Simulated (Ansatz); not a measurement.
# Ligand exchange: C2H9InO + GeH2F2 → CH7InO + GeH(CH3)F2

Species: C2H9InO `C[O+](C)[InH3-]`, singlet; GeH2F2 (difluorogermane) `[F][GeH2][F]`, singlet; CH7InO `C[OH+][InH3-]`, singlet; GeH(CH3)F2, singlet. The partners trade CH3 for H: O–CH3 and Ge–H bonds give way to O–H and Ge–CH3.

Shapes, held fixed at every level: PBE0-D4/def2-TZVP. Programs: Ansatz 0.2.0. The zero-point and thermal change to 298 K, harmonic and unscaled (PBE0-D4/def2-TZVP), is +3.3 kJ/mol.

```tsv
level	kind	ΔH(298 K) (kJ/mol)	less CCSD(T)/def2-TZVPP
HF/def2-SVP	Hartree–Fock	-66.2	+13.1
PBE0-D4/def2-TZVPP	global hybrid	-81.4	-2.1
r2SCAN0-D4/def2-TZVPP	global hybrid	-82.9	-3.6
wB97M-V/def2-TZVPP	range-separated hybrid	-80.1	-0.8
wB97X-V/def2-TZVPP	range-separated hybrid	-76.0	+3.3
MP2/def2-TZVPP	perturbation theory	-83.9	-4.6
CCSD/def2-TZVPP	coupled cluster or CI	-79.8	-0.5
CCSD(T)/def2-TZVPP	coupled cluster or CI	-79.3	0.0
```

The highest level, CCSD(T)/def2-TZVPP, gives ΔH(298 K) = -79.3 kJ/mol; the levels span -83.9 to -66.2. The column of differences is taken from that level and isn't an error. No measured value is set beside it here. For atoms past krypton def2 sets carry core potentials with scalar relativity. Relativity is left out for Ge. Outer-core shells of Ge, In are correlated, in sets that cover them unevenly.
